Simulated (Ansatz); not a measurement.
CH₄AlBO, SMILES `[CH3][Al]1[BH][O]1` at its PBE0-D4/def2-TZVP geometry, where that method's forces vanish. Charge 0, multiplicity 1.

```json
{"atom": "C1", "x (Å)": "-0.3769", "y (Å)": "-1.5594", "z (Å)": "-0.0870"}
{"atom": "Al2", "x (Å)": "0.0619", "y (Å)": "0.2998", "z (Å)": "-0.4434"}
{"atom": "B3", "x (Å)": "0.5295", "y (Å)": "2.2168", "z (Å)": "-0.1474"}
{"atom": "O4", "x (Å)": "0.3698", "y (Å)": "1.4493", "z (Å)": "0.9277"}
{"atom": "H5", "x (Å)": "-0.5400", "y (Å)": "-2.1417", "z (Å)": "-0.9952"}
{"atom": "H6", "x (Å)": "0.4325", "y (Å)": "-2.0268", "z (Å)": "0.4822"}
{"atom": "H7", "x (Å)": "-1.2822", "y (Å)": "-1.6138", "z (Å)": "0.5255"}
{"atom": "H8", "x (Å)": "0.8053", "y (Å)": "3.3757", "z (Å)": "-0.2624"}
```

Q: For each bond, give half the difference of the two atoms' forces along it (eV/Å; positive pushes the atoms apart) under PBE-D4, r2SCAN-D4, B3LYP-D4, ωB97M-V in def2-TZVPP. (Best estimate.)

A: Ansatz gave: 
```csv
bond,length (Å),PBE-D4,r2SCAN-D4,B3LYP-D4,ωB97M-V
C1–Al2,1.943,-0.07,-0.04,0.04,0.00
C1–H5,1.091,0.12,-0.02,-0.04,-0.05
C1–H6,1.094,0.10,-0.01,-0.04,-0.04
C1–H7,1.094,0.10,-0.01,-0.04,-0.04
Al2–B3,1.995,0.25,0.14,0.14,0.06
Al2–O4,1.816,0.51,0.11,0.08,-0.02
B3–O4,1.331,0.54,0.22,0.09,0.15
B3–H8,1.197,-0.09,-0.12,-0.17,-0.17
```

B3LYP here is the variant with VWN-RPA as its local correlation; programs differ in this.
